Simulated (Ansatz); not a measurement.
A run for Ansatz (an electronic-structure program): R-wB97M-V/def2-TZVPPD on ClH5Si (a complex). Files ending in .json are basis or fitting sets from the Basis Set Exchange.

Ansatz 0.2 input:
```yaml
crystal:
  periodic: [false, false, false]
  atoms:
    - {symbol: Cl, position_ang: [-0.06853986, -0.33803311, -0.32481316]}
    - {symbol: H, position_ang: [-0.67544480, -1.32229006, 0.22906320]}
    - {symbol: Si, position_ang: [0.01950244, 0.15673216, 3.41009185]}
    - {symbol: H, position_ang: [0.83539868, 1.26625768, 2.87322551]}
    - {symbol: H, position_ang: [-1.36150382, 0.24779467, 2.88510926]}
    - {symbol: H, position_ang: [-0.01570407, 0.23435053, 4.88886131]}
    - {symbol: H, position_ang: [0.60912343, -1.14017927, 3.00673660]}
basis:
  gaussian:
    orbitals: def2-TZVPPD.json
hamiltonian:
  xc: {name: wB97M-V}
scf: {lower_state_search: off}
```

It printed:

```
Functional definition: wB97M-V
[...]
these checks for a lower state are left out or cut short: stability, starts, cluster_reference, orbital_swaps, neighbouring_geometries, increment
integrals: 0.12 GiB planned
932 factors; their error is unknown
integrals: 0.15 GiB planned
258 factors; integrals over basis functions are off by at most 3.4e-5 eV
mean field: 0.95 GiB planned
mean field evaluation 1: about -20479.9019 eV, gradient 1.1e1 eV
mean field evaluation 2: about -20480.2580 eV, gradient 6.5e0 eV
mean field evaluation 4: about -20480.3416 eV, gradient 2.1e-1 eV
mean field evaluation 8: about -20480.3700 eV, gradient 3.3e-2 eV
mean field evaluation 16: about -20480.3700 eV, gradient 4.2e-6 eV
mean field -20480.36995874 eV, -752.6397138905 hartree, gradient 4.2e-6 eV, S^2 0.000000; 0 other end points of the search recorded, 0 dependent functions left out
reference -20480.37003117 eV, -752.6397165520 hartree; 18, 18 occupied and 166, 166 virtual orbitals, 932 factors
Total energy: -20480.37003117 eV, -752.6397165520 hartree
Checks for a lower state left out: stability, starts, cluster_reference, orbital_swaps, neighbouring_geometries, increment
```

Self-consistency was reached.

Cost: roughly 4 core-seconds.
